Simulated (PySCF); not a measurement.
## Electron correlation in Br+ (bromine, charge +1)

[Ar] 3d10 4s2 4p3 4d1, high-spin 5D determinant (an excited configuration). Computed with PySCF 2.14 in aug-cc-pVTZ-PP with ECP10MDF (6s5p4d2f, 55 functions), with scalar relativity through the core potential. Frozen: 3s2 3p6 3d10; 6 electrons correlated.

```csv
level,correlation energy (mhartree)
CCSD,-103.95
(T),-2.67
CCSD(T),-106.62
```

Diagnostics: T1 = 0.0037, D1 = 0.0081, largest double amplitude 0.040.

The outer electron is Rydberg-like, and this basis confines it to a smaller radius and binds it less than a complete one would.

Cost of the coupled-cluster step: roughly 2.6 core-seconds, for 6 correlated electrons.

Iterations:

```
CC2 = 0
CCSD nocc = (np.int64(5), np.int64(1)), nmo = (46, 46)
frozen orbitals [[0, 1, 2, 3, 4, 5, 6, 7, 8], [0, 1, 2, 3, 4, 5, 6, 7, 8]]
max_cycle = 100
direct = 0
conv_tol = 1e-08
conv_tol_normt = 1e-06
diis_space = 8
diis_start_cycle = 0
Init t2, MP2 energy = -0.0880065296599117
Init E_corr(UCCSD) = -0.0880065296641555
cycle = 1  E_corr(UCCSD) = -0.100876401345846  dE = -0.0128698717  norm(t1,t2) = 0.0331339
cycle = 2  E_corr(UCCSD) = -0.103176724475822  dE = -0.00230032313  norm(t1,t2) = 0.00877327
cycle = 3  E_corr(UCCSD) = -0.103970165552167  dE = -0.000793441076  norm(t1,t2) = 0.00296164
cycle = 4  E_corr(UCCSD) = -0.103950299071696  dE = 1.98664805e-05  norm(t1,t2) = 0.000412492
cycle = 5  E_corr(UCCSD) = -0.103951416728852  dE = -1.11765716e-06  norm(t1,t2) = 8.16824e-05
cycle = 6  E_corr(UCCSD) = -0.10395139202301  dE = 2.47058416e-08  norm(t1,t2) = 1.74545e-05
cycle = 7  E_corr(UCCSD) = -0.103951503970596  dE = -1.11947586e-07  norm(t1,t2) = 2.951e-06
cycle = 8  E_corr(UCCSD) = -0.10395145940613  dE = 4.45644654e-08  norm(t1,t2) = 4.74301e-07
cycle = 9  E_corr(UCCSD) = -0.103951467193357  dE = -7.78722689e-09  norm(t1,t2) = 1.00644e-07
UCCSD converged
E(UCCSD) = -414.7617746705833  E_corr = -0.1039514671933573
UCCSD(T) correction = -0.00266761277924312
```
